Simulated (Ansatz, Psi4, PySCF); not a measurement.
hydrogen fluoride (hydrogen fluoride), singlet, at a GFN2-xTB geometry. Base run: BHANDHLYP/STO-3G run with PySCF.

PySCF was given this input:
```python
from pyscf import gto, scf, dft

mol = gto.M(
    atom='''
F    -0.000000   -0.000000   -0.093252
H     0.000000    0.000000    0.839265
''',
    basis='sto-3g',
    charge=0,
    spin=0,
    verbose=3,
)

mf = dft.RKS(mol)
mf.xc = 'bhandhlyp'
mf.kernel()
```

The same geometry, method and basis name were run in Ansatz (an electronic-structure program) and Psi4 and PySCF, at each program's defaults and at the settings that a row names. The base is PySCF at its defaults. Differences at the defaults can come from grids, fitting, cores and function types together.

```
code and settings                                                                             ΔE vs base (mEh)  basis functions     E (Eh)  SCF cycles  dipole (D)
--------------------------------------------------------------------------------------------  ----------------  ---------------  ---------  ----------  ----------
PySCF, defaults (exact integrals, its default grid, spherical functions)                                 0.000                6  -98.91002           6        1.24
Psi4, defaults (density fitting with its default set, its default grid, spherical functions)            -0.276                6  -98.91029           5        1.24
Ansatz, defaults (factorised integrals, its default grid, spherical functions)                           0.000                6  -98.91002           -           -
PySCF, density fitting with def2-universal-jkfit                                                        -0.276                6  -98.91029           6        1.24
PySCF, fine grid                                                                                         0.000                6  -98.91002           6        1.24
Psi4, exact integrals, spherical functions, fine grid                                                    0.000                6  -98.91002           6        1.24
Ansatz, high accuracy                                                                                    0.000                6  -98.91002           -           -
```
